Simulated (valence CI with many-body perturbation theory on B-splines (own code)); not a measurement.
Ge26+: calculated level list

Level of theory: relativistic CI+MBPT: four valence electrons over a frozen Dirac-Fock core [He], radial functions for each j: 9 s, 9 p, 8 d, 6 f, 3 g, 1 h, with the one-electron correlation potential Σ1, the two-electron term Σ2, the three-electron term Σ3, Breit, model QED; selected CI, second order for the rest (own B-spline code, finite nucleus).

The last digits are not significant, and no measured levels were compared; by estimate large intervals hold to a few tenths of a per cent, small ones and those within an open d or f shell to about a per cent. Among the levels kept, up to 370 cm⁻¹ of a level comes from second order outside the variational space, and about a tenth of that is noise between levels of different J, which matters for small intervals.

Levels 1 to 45 of 59, with energies above the lowest level, (2s^2 2p1/2^2) J=0. "Leading %" is the weight of the configuration and term that name the level; weights of strongly mixed levels are sums over their largest components and can fall short. In the jj column 3d3/2^4 stands for four electrons in 3d with j = 3/2. Lifetimes count E1, E2, E3, M1 and M2 decay at the calculated energies, and are blank where another channel may lead or the interval is too uncertain; long ones can be off by a factor of two.

| No. | Configuration | Term | J | E (eV) | Leading % | Lifetime | Second component | Leading jj |
| --- | --- | --- | --- | --- | --- | --- | --- | --- |
| 1 | 2s²2p² | ³P | 0 | 0.0 | 82 |  | 17 % 2s²2p² ¹S | 2s^2 2p1/2^2 (95 %) |
| 2 | 2s²2p² | ³P | 1 | 27.3 | 99 | 6.32 μs |  | 2s^2 2p1/2 2p3/2 (99 %) |
| 3 | 2s²2p² | ³P | 2 | 35.7 | 56 | 405 μs | 43 % 2s²2p² ¹D | 2s^2 2p1/2 2p3/2 (94 %) |
| 4 | 2s²2p² | ¹D | 2 | 69.7 | 56 | 2.28 μs | 43 % 2s²2p² ³P | 2s^2 2p3/2^2 (93 %) |
| 5 | 2s²2p² | ¹S | 0 | 90.3 | 80 | 831 ns | 17 % 2s²2p² ³P | 2s^2 2p3/2^2 (94 %) |
| 6 | 2s2p³ | ⁵S° | 2 | 104.2 | 86 | 1.68 ns | 12 % 2s2p³ ³P° | 2s 2p1/2^2 2p3/2 (57 %) |
| 7 | 2s2p³ | ³D° | 1 | 145.7 | 68 | 30.4 ps | 22 % 2s2p³ ³P° | 2s 2p1/2^2 2p3/2 (75 %) |
| 8 | 2s2p³ | ³D° | 2 | 150.3 | 70 | 62.0 ps | 20 % 2s2p³ ³P° | 2s 2p1/2 2p3/2^2 (68 %) |
| 9 | 2s2p³ | ³D° | 3 | 160.5 | 100 | 83.4 ps |  | 2s 2p1/2 2p3/2^2 (100 %) |
| 10 | 2s2p³ | ³P° | 0 | 178.7 | 100 | 23.9 ps |  | 2s 2p1/2 2p3/2^2 (100 %) |
| 11 | 2s2p³ | ³P° | 1 | 182.1 | 63 | 19.1 ps | 24 % 2s2p³ ³D° | 2s 2p1/2 2p3/2^2 (83 %) |
| 12 | 2s2p³ | ³P° | 2 | 188.0 | 43 | 19.2 ps | 28 % 2s2p³ ¹D° | 2s 2p1/2 2p3/2^2 (54 %) |
| 13 | 2s2p³ | ³S° | 1 | 202.7 | 60 | 6.94 ps | 26 % 2s2p³ ¹P° | 2s 2p1/2 2p3/2^2 (78 %) |
| 14 | 2s2p³ | ¹D° | 2 | 219.1 | 70 | 12.7 ps | 25 % 2s2p³ ³P° | 2s 2p3/2^3 (58 %) |
| 15 | 2s2p³ | ¹P° | 1 | 244.9 | 66 | 6.60 ps | 26 % 2s2p³ ³S° | 2s 2p3/2^3 (81 %) |
| 16 | 2p⁴ | ³P | 2 | 295.5 | 81 | 10.2 ps | 18 % 2p⁴ ¹D | 2p1/2^2 2p3/2^2 (96 %) |
| 17 | 2p⁴ | ³P | 0 | 315.2 | 66 | 8.21 ps | 32 % 2p⁴ ¹S | 2p1/2^2 2p3/2^2 (87 %) |
| 18 | 2p⁴ | ³P | 1 | 326.9 | 99 | 7.79 ps |  | 2p1/2 2p3/2^3 (99 %) |
| 19 | 2p⁴ | ¹D | 2 | 338.1 | 81 | 10.5 ps | 18 % 2p⁴ ³P | 2p1/2 2p3/2^3 (96 %) |
| 20 | 2p⁴ | ¹S | 0 | 385.9 | 65 | 6.33 ps | 33 % 2p⁴ ³P | 2p3/2^4 (87 %) |
| 21 | 2s²2p3s | ³P° | 0 | 1538.6 | 97 | 192 fs |  | 2s^2 2p1/2 3s (97 %) |
| 22 | 2s²2p3s | ³P° | 1 | 1540.1 | 71 | 155 fs | 27 % 2s²2p3s ¹P° | 2s^2 2p1/2 3s (97 %) |
| 23 | 2s²2p3p | ³D | 1 | 1567.5 | 69 | 10.0 ps | 25 % 2s²2p3p ¹P | 2s^2 2p1/2 3p1/2 (97 %) |
| 24 | 2s²2p3s | ³P° | 2 | 1574.8 | 96 | 168 fs |  | 2s^2 2p3/2 3s (96 %) |
| 25 | 2s²2p3s | ¹P° | 1 | 1578.4 | 70 | 120 fs | 27 % 2s²2p3s ³P° | 2s^2 2p3/2 3s (96 %) |
| 26 | 2s²2p3p | ³P | 0 | 1580.6 | 76 | 1.84 ps | 18 % 2s²2p3p ¹S | 2s^2 2p1/2 3p1/2 (92 %) |
| 27 | 2s²2p3p | ³P | 1 | 1581.8 | 37 | 2.45 ps | 29 % 2s²2p3p ³S | 2s^2 2p1/2 3p3/2 (93 %) |
| 28 | 2s²2p3p | ³D | 2 | 1583.0 | 70 | 6.27 ps | 16 % 2s²2p3p ¹D | 2s^2 2p1/2 3p3/2 (92 %) |
| 29 | 2s²2p3p | ³P | 1 | 1608.2 | 43 | 1.17 ps | 26 % 2s²2p3p ¹P | 2s^2 2p3/2 3p1/2 (74 %) |
| 30 | 2s²2p3d | ³F° | 2 | 1610.0 | 74 | 148 fs | 20 % 2s²2p3d ¹D° | 2s^2 2p1/2 3d3/2 (98 %) |
| 31 | 2s²2p3p | ³P | 2 | 1611.4 | 43 | 2.60 ps | 26 % 2s²2p3p ³D | 2s^2 2p3/2 3p1/2 (84 %) |
| 32 | 2s2p²3s | ⁵P | 1 | 1612.2 | 64 | 314 fs | 13 % 2s²2p3p ³P | 2s 2p1/2^2 3s (50 %) |
| 33 | 2s²2p3p | ³D | 3 | 1614.1 | 96 | 7.67 ps |  | 2s^2 2p3/2 3p3/2 (96 %) |
| 34 | 2s²2p3p | ³S | 1 | 1615.5 | 49 | 1.34 ps | 28 % 2s²2p3p ¹P | 2s^2 2p3/2 3p3/2 (75 %) |
| 35 | 2s²2p3d | ³F° | 3 | 1618.6 | 63 | 38.5 fs | 19 % 2s²2p3d ³D° | 2s^2 2p1/2 3d5/2 (93 %) |
| 36 | 2s²2p3d | ³P° | 2 | 1618.7 | 41 | 25.3 fs | 32 % 2s²2p3d ³D° | 2s^2 2p1/2 3d5/2 (96 %) |
| 37 | 2s²2p3d | ³D° | 1 | 1620.2 | 58 | 16.9 fs | 22 % 2s²2p3d ¹P° | 2s^2 2p1/2 3d3/2 (96 %) |
| 38 | 2s2p²3s | ³P | 0 | 1624.8 | 79 | 186 fs | 12 % 2s²2p3p ¹S | 2s 2p1/2^2 3s (65 %) |
| 39 | 2s²2p3p | ¹D | 2 | 1625.1 | 56 | 1.53 ps | 34 % 2s²2p3p ³P | 2s^2 2p3/2 3p3/2 (83 %) |
| 40 | 2s2p²3s | ⁵P | 2 | 1632.2 | 92 | 253 fs |  | 2s 2p1/2 2p3/2 3s (90 %) |
| 41 | 2s²2p3p | ¹S | 0 | 1637.6 | 68 | 831 fs | 21 % 2s²2p3p ³P | 2s^2 2p3/2 3p3/2 (87 %) |
| 42 | 2s2p²3p | ⁵D° | 0 | 1642.1 | 80 | 480 fs | 17 % 2s2p²3p ³P° | 2s 2p1/2^2 3p1/2 (73 %) |
| 43 | 2s2p²3p | ⁵D° | 1 | 1642.8 | 48 | 203 fs | 14 % 2s2p²3p ⁵P° | 2s 2p1/2^2 3p1/2 (70 %) |
| 44 | 2s2p²3s | ⁵P | 3 | 1644.6 | 82 | 199 fs | 16 % 2s2p²3s ³D | 2s 2p1/2 2p3/2 3s (72 %) |
| 45 | 2s2p²3s | ³P | 1 | 1645.2 | 84 | 141 fs | 7 % 2s2p²3s ⁵P | 2s 2p1/2 2p3/2 3s (88 %) |

The ionisation energy to 2s²2p ²P°1/2 of the next ion comes out as 2741.4 eV (NIST: 2737.1 ± 2.3 eV (semi-empirical)). All 59 levels together are meant to be complete up to 1675.9 eV.
